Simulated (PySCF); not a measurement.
**Two-component Hartree-Fock for Eu⁴⁴⁺ (europium, charge +44)**

Start: [Ar] 3d1; 3d5/2 filled at m_j = +5/2. Calculated with PySCF 2.14 in an even-tempered Gaussian basis (16 s from 10 bohr⁻², ratio 2.8; 12 p from 13 bohr⁻², ratio 2.8; 8 d from 13 bohr⁻², ratio 2.8; 3 f from 40 bohr⁻², ratio 3): generalised Hartree-Fock with the X2C-1e Hamiltonian and a Gaussian nucleus; one run each with spin-orbit coupling (SO) screened by Boettger's factors, then bare. This is a chosen level, not necessarily the ground level.

```json
{"spinor shell": "1s1/2", "electrons": "2", "ε, screened SO (eV)": "-51431.4", "ε, bare SO (eV)": "-51431.0", "weight of nominal j (bare SO)": "1.000", "rms radius, bare SO (bohr)": "0.0254"}
{"spinor shell": "2s1/2", "electrons": "2", "ε, screened SO (eV)": "-10719.6", "ε, bare SO (eV)": "-10719.5", "weight of nominal j (bare SO)": "1.000", "rms radius, bare SO (bohr)": "0.102"}
{"spinor shell": "2p1/2", "electrons": "2", "ε, screened SO (eV)": "-10306.2", "ε, bare SO (eV)": "-10323.5", "weight of nominal j (bare SO)": "1.000", "rms radius, bare SO (bohr)": "0.0869"}
{"spinor shell": "2p3/2", "electrons": "4", "ε, screened SO (eV)": "-9646.4", "ε, bare SO (eV)": "-9640.2", "weight of nominal j (bare SO)": "1.000", "rms radius, bare SO (bohr)": "0.0932"}
{"spinor shell": "3s1/2", "electrons": "2", "ε, screened SO (eV)": "-4048.3", "ε, bare SO (eV)": "-4048.3", "weight of nominal j (bare SO)": "1.000", "rms radius, bare SO (bohr)": "0.250"}
{"spinor shell": "3p1/2", "electrons": "2", "ε, screened SO (eV)": "-3877.9", "ε, bare SO (eV)": "-3882.1", "weight of nominal j (bare SO)": "0.999", "rms radius, bare SO (bohr)": "0.239"}
{"spinor shell": "3d5/2", "electrons": "1", "ε, screened SO (eV)": "-3477.1", "ε, bare SO (eV)": "-3474.4", "weight of nominal j (bare SO)": "1.000", "rms radius, bare SO (bohr)": "0.218"}
```

(1) Where does 3p3/2 lie, and what is the 3p spin-orbit splitting (bare SO)?

```tsv
quantity	screened SO	bare SO
E (hartree)	-9161.86690	-9162.22433
M_J	5/2	5/2
⟨J²⟩	8.751	8.751
⟨L²⟩	6.028	6.030
⟨S²⟩	0.777	0.779
```

Each row is a mean over spinors that exchange with the open shell spreads, by up to 23.009 eV (3p3/2).

Breit and QED terms are absent; they matter most for the inner s and p1/2 levels.

Densities and radii are taken from the X2C orbitals without a picture-change correction, which distorts them close to the nucleus.

Answers

(1) At -3717.4 eV, 164.72 eV above 3p1/2.
